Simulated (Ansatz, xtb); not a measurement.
## B2H5NO: which of two isomers lies lower

Structure a is `BNBO`, a singlet and structure b is `BOBN`, a singlet. Both are isolated molecules in the gas phase, relaxed with BLYP-D3(BJ)/def2-SVP; the shapes shown needn't be the lowest conformers.

a (Å):

```xyz
9

B    -0.1851    1.1507    2.4690
B    -1.3272   -0.7561    1.1889
N    -1.0979    0.6315    1.5166
O    -2.2644   -1.0336    0.2288
H     0.5035    0.3824    3.1058
H    -0.1094    2.3517    2.6295
H    -1.6699    1.3035    0.9899
H    -0.6994   -1.6252    1.7576
H    -2.3607   -1.9886    0.0651
```

b (Å):

```xyz
9

B    -0.8815   -1.5824   -1.1843
B     0.0951   -0.7819    1.1001
N     0.4914    0.5531    1.2830
O    -0.0316   -1.3028   -0.1777
H    -0.4387   -2.1477   -2.1662
H    -2.0557   -1.2614   -1.1016
H    -0.0909   -1.5052    2.0564
H     0.6711    1.1967    0.5099
H     0.6421    0.9558    2.2071
```

Quicker runs give these differences E(b) − E(a): GFN2-xTB −10.22 kcal/mol; HF/STO-3G −3.29 kcal/mol (at GFN2-xTB geometries); r2SCAN-D4/def2-SVP +1.57 kcal/mol (at GFN2-xTB geometries).

Task: Estimate E(b) − E(a) at the level CCSD(T)/def2-TZVP.

Result: Too close to call at this level: CCSD(T)/def2-TZVP gives E(b) − E(a) = +1.03 kcal/mol.

The same difference at several levels:

| level | geometry | E(b) − E(a) (kcal/mol) | departure from the last row (kcal/mol) | job, with rough time for the two |
| --- | --- | --- | --- | --- |
| GFN2-xTB | GFN2-xTB | −10.22 | −11.25 | optimisation, 0.18 s |
| HF/STO-3G | GFN2-xTB | −3.29 | −4.32 | single point, 0.2 s |
| r2SCAN-D4/def2-SVP | GFN2-xTB | +1.57 | +0.54 | single point, 2.7 s |
| BLYP-D3(BJ)/def2-SVP | BLYP-D3(BJ)/def2-SVP | −1.21 | −2.24 | optimisation, 26 s |
| HF/def2-TZVP | BLYP-D3(BJ)/def2-SVP | −0.66 | −1.69 | part of the CCSD(T) run |
| MP2/def2-TZVP | BLYP-D3(BJ)/def2-SVP | +1.31 | +0.28 | part of the CCSD(T) run |
| CCSD(T)/def2-TZVP | BLYP-D3(BJ)/def2-SVP | +1.03 |  | single point, 53 s |

As drawn, b has 1 B–O, 1 N–H in place of 1 B–N, 1 O–H.

GFN2-xTB, HF/STO-3G, BLYP-D3(BJ)/def2-SVP, HF/def2-TZVP put the two in the other order. The largest departure from CCSD(T)/def2-TZVP is that of GFN2-xTB, 11.25 kcal/mol.

With harmonic frequencies from BLYP-D3(BJ)/def2-SVP (ideal gas, rigid rotor, one conformer each, 298.15 K, 1 atm): on the last row, ΔE + ΔZPE = +0.04, ΔH = +0.51, ΔG = −0.95 kcal/mol.

The correlated steps freeze 4 core orbitals. Mirror images aren't counted in ΔG. Codes used: Ansatz 0.2.0, xtb 6.7.1; the last row on 2 threads of Arm Neoverse V1 on a shared host.
